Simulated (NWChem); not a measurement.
Molecule: C5H2FN; SMILES C#C/C=C(/F)C#N

Computed with NWChem. The geometry was optimised at PBE-D3(BJ)/def2-SVP.

For level B3LYP/cc-pVTZ:

| Property | Result |
|---|---|
| highest occupied level (eV) | -7.44 |
| dipole (D) | 3.27 |

Problem. How do the values read with level B3LYP/cc-pVDZ instead?

Solution. 
* **highest occupied level (eV)**: -7.24
* **dipole (D)**: 3.04
